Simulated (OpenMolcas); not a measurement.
# What dynamic correlation does to the levels of S II

```
Program             : OpenMolcas
Basis               : ANO-RCC-VDZP [4s3p1d]
Scalar Hamiltonian  : DKH2, point nucleus
Active space        : 5 electrons in 4 orbitals (3s 3p)
State averaging     : 2S+1 = 4 odd, 1 root; 2S+1 = 2 odd, 8 roots kept (CI in the orbitals of an earlier block); 2S+1 = 4 even, 3 roots; 2S+1 = 2 even, 9 roots kept (CI in the orbitals of an earlier block)
Spin-orbit coupling : state interaction with AMFI integrals over the reference wave functions, term energies averaged over their components
```

Methods on the same reference wave functions:
A. CASSCF
B. SS-CASPT2, IPEA 0.25 Eh, imaginary shift 0.1 Eh (closed shells correlated: 2s 2p)

Energies in cm⁻¹ above 3s² 3p³ ⁴S°_3/2, the measured ground level; measured values from NIST Handbook of Basic Atomic Spectroscopic Data.

| Level | A | B | Measured |
| --- | --- | --- | --- |
| 3s² 3p³ ⁴S°_3/2 | 0.0 | 0.0 | 0.0 |
| 3s² 3p³ ²D°_3/2 | 19321 | 17550 | 14853 |
| 3s² 3p³ ²D°_5/2 | 19354 | 17580 | 14885 |
| 3s² 3p³ ²P°_1/2 | 26436 | 26550 | 24525 |
| 3s² 3p³ ²P°_3/2 | 26459 | 26570 | 24572 |
| 3s 3p⁴ ⁴P_5/2 | 86498 | 82990 | 79395 |
| 3s 3p⁴ ⁴P_3/2 | 86863 | 83360 | 79757 |
| 3s 3p⁴ ⁴P_1/2 | 87076 | 83570 | 79963 |
| 3s 3p⁴ ²D_3/2 | 124559 | 111870 | 97891 |
| 3s 3p⁴ ²D_5/2 | 124563 | 111870 | 97919 |
| 3s 3p⁴ ²S_1/2 | 143915 | 136230 | 119784 |
| 3s 3p⁴ ²P_3/2 | 161391 | 148340 |  |
| 3s 3p⁴ ²P_1/2 | 161831 | 148790 |  |

Deviations, from unrounded energies. A percentage is the sum of absolute deviations over the sum of measured energies, with the sign that they share, or ± where signs differ.

```
                        Against measurement  Levels      A      B
             mean absolute deviation (cm-1)      10  11000   6500
other terms of the ground configuration (%)       4  +16.2  +11.9
                   other configurations (%)       6  +17.8   +9.9
```

B lies closest to measurement on these levels. The largest miss of B in the table is 3s 3p⁴ ²S_1/2, by +16000 cm-1. The ranking rests on the paired levels alone, and a cruder setting can come out closer through cancelling errors.

From A to B the spin-free energies of the other terms of 3s² 3p³ shown, above ⁴S°, scale by factors of 0.91 to 1.00.

The lowest spin-free term lies below A's lowest term by 0.074 hartree in B.

CASPT2 does not keep the components of a term degenerate, so their means are used; among the terms shown or strongly mixed into the levels shown the widest spread is 850 cm-1 (3s 3p⁴ ²D, B). Over all roots computed the reference weight is 0.89 to 0.97 in B; the roots of lowest weight are the least certain, and an intruder state may touch them. Terms from blocks run as CI alone lack orbitals of their own. Terms of s pⁿ other than that of highest spin mix with s² pⁿ⁻² d, which this space lacks; all of them can be thousands of cm-1 off, and some have no real level of that name. Without dynamic correlation excited terms often stand tens of per cent too high (terms of higher spin than the ground term too low), and those without a measured partner can miss by more than the paired ones (holds for A). Some terms miss by over 15 % even with CASPT2, which points to a basis or an active space too small for the shells correlated (holds for B). Measured partners are found by configuration, term and J. A level has none where our copy of the source lacks it or the pairing is in doubt (some pairs that miss far off the trend of their configuration count as doubtful), and it then counts in no deviation. Levels of configurations outside the active space are missing.

° marks odd parity.
